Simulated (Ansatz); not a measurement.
Species: C2H2N2, SMILES `C=NC#N` (charge 0, multiplicity 1).

Q: Give a relaxed geometry from Ansatz (an electronic-structure program) with B3LYP-D3(BJ)/def2-TZVP.

A: the end point of this relaxation (outside a Z-matrix the atoms follow the SMILES, hydrogens last).
Cartesian coordinates (Å) in one orientation:
```xyz
6

C     -0.895    -0.097     0.443
N      0.326     0.058     0.762
C      1.273     0.142    -0.178
N      2.166     0.227    -0.907
H     -1.626    -0.161     1.242
H     -1.244    -0.170    -0.588
```
